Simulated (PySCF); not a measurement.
Geometries of 2 isomers of C2H5BF2O, from PySCF, PBE0-D3(BJ)/def2-SVP geometry optimisation, gas phase. One conformer each, no zero-point energy, no frequencies.

Question: Which isomer lies lower at this level?
A.
```xyz
11
angstrom
C     -1.712    0.637    0.463
B     -0.500   -0.255    0.053
O      0.664    0.397   -0.288
C      1.782   -0.285   -0.662
F      1.549   -1.001   -1.773
F      2.162   -1.143    0.296
H     -1.492    1.098    1.443
H     -2.656    0.085    0.555
H     -1.844    1.474   -0.241
H     -0.513   -1.463    0.033
H      2.599    0.429   -0.855
```
B.
```xyz
11
angstrom
C      1.909    0.124    0.027
B      0.359    0.283    0.008
F     -0.206    1.327   -0.604
O     -0.462   -0.633    0.592
C     -1.830   -0.439    0.666
F     -2.122    0.353    1.731
H      2.306    0.116   -1.001
H      2.235   -0.786    0.546
H      2.363    0.998    0.524
H     -2.300   -1.423    0.820
H     -2.218    0.050   -0.243
```

Answer: B. That is `O(B(C)F)CF`, 40.3 kcal/mol below the other.

```
  SMILES               atoms numbered as above      E (Eh)  relative (kcal/mol)  relative (kJ/mol)  dipole (D)
CB(F)OCF  [CH3:1][B:2]([F:3])[O:4][CH2:5][F:6]  -378.41832                  0.0                0.0        1.47
CBOC(F)F  [CH3:1][BH:2][O:3][CH:4]([F:5])[F:6]  -378.35415                 40.3              168.5        1.26
```

As drawn, the lower has a B–F bond, which the higher lacks; the higher has two fluorines on one carbon, which the lower lacks.
